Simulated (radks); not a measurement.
The numbers below are computed, except where a source is named.
Question: Sr3+, 35 electrons, occupied as [Ar] 3d10 4s2 4p4 7d1 (not the ground configuration). Code: a radial shooting solver on a logarithmic mesh with Libxc functionals. Model: scalar-relativistic Kohn-Sham, r2SCAN, spin-unpolarised, spherical densities, finite nucleus; meta-GGA in the generalised Kohn-Sham scheme; Fermi nuclear charge, rms radius 4.224 fm. Some entries of the table are withheld. Estimate them.

orbital,occ.,eigenvalue (eV),<r> (bohr)
1s,2,-16021.94,0.03917
2s,2,-2219.359,0.1723
2p,6,-1974.839,0.1504
3s,2,(1),0.4905
3p,6,(2),0.4971
3d,10,-174.6276,(3)
4s,2,-82.3284,1.304
4p,4,-62.1765,1.443
7d,1,-5.8137,11.91

Answer: 
(1) 3s eigenvalue (eV): -385.8249
(2) 3p eigenvalue (eV): -305.9748
(3) 3d <r> (bohr): 0.4965
